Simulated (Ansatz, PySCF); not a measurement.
Zn(Me) (CH3Zn), SMILES [CH3][Zn+], charge +1.

Geometry: B3LYP-D3(BJ)/def2-TZVP. The spin state was assumed, not searched. The isomer is the one that the SMILES or the coordinates give; other isomers of the formula were not compared.

Vertical ionisation energy (IE) and electron affinity (EA) in eV. Rows of orbital energies are one-electron estimates. Where ΔSCF, EOM or ADC give a negative EA the extra electron is unbound and the value depends on the basis.

```
level                                                                         IE     EA
-------------------------------------------------------------------------  -----  -----
−ε(HOMO), −ε(LUMO), M06-2X/def2-TZVPD (PySCF)                              15.52   8.74
−ε(HOMO), −ε(LUMO), PBE/def2-TZVPD (PySCF)                                 13.91  10.27
ΔSCF, CAM-B3LYP/def2-TZVPD (Ansatz), final states of multiplicity 2 and 2  17.32   7.31
ΔSCF, PBE/def2-TZVPD (Ansatz), final states of multiplicity 2 and 2        17.55   7.17
```

Q: What vertical singlet–triplet gap does ΔSCF give with CAM-B3LYP/def2-TZVPD (Ansatz, a quantum-chemistry and plane-wave program) and with PBE/def2-TZVPD (Ansatz)? (The exact figures need the calculation; the answer reports its results.)

A: 2.82 and 3.08 eV (triplet above singlet where positive).
